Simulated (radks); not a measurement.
Values are calculated unless marked as measured or tabulated.
Excited configurations of Pt38+: one electron is placed in a higher orbital outside [Kr] 4d3. The ground configuration is [Kr] 4d4. Level of theory: scalar-relativistic Kohn-Sham, LDA (Slater exchange, Perdew-Wang correlation), spin-unpolarised, spherical densities, finite nucleus; Fermi nuclear charge, rms radius 5.427 fm (a radial shooting solver on a logarithmic mesh with Libxc functionals). Excitation = E - E(ground); binding = E(ion) - E, where the ion is the core of charge +39; n* = 39/sqrt(2 binding) in atomic units. These energies are relativistic, and a one-electron ion of charge +39 with no core already has n* below n in this formula (scalar-relativistic equation, point nucleus: 4f 3.996, 5s 4.965, 6s 5.964, 6p 5.978, 6f 5.993, 7s 6.963, 7d 6.988). The quantum defect is therefore taken as that value minus n*, so that it holds no relativistic shift of the bare ion.

| outer orbital | excitation (eV) | binding (eV) | n* | quantum defect |
|---|---|---|---|---|
| 4f | 220.73 | 1531.2 | 3.676 | 0.320 |
| 5s | 532.19 | 1219.7 | 4.119 | 0.846 |
| 6s | 965.31 | 786.63 | 5.129 | 0.835 |
| 6p | 1011.4 | 740.57 | 5.286 | 0.692 |
| 6f | 1117.4 | 634.57 | 5.711 | 0.283 |
| 7s | 1201.6 | 550.32 | 6.132 | 0.831 |
| 7d | 1261.5 | 490.40 | 6.496 | 0.492 |

The Delta-SCF ionisation energy is 1751.9 eV (NIST Atomic Spectra Database: 1763 eV, theoretical). Self-interaction in the functional shifts the binding energies and quantum defects, so they are the method's values and not measured ones. Spin polarisation and multiplet splitting are left out, so open shells lie too high by an amount that depends on their filling. Spin-orbit splitting is averaged out at the scalar-relativistic level.

Beside tabulated values, note that spin-unpolarised runs miss the spin-polarisation part of the exchange energy of open shells.
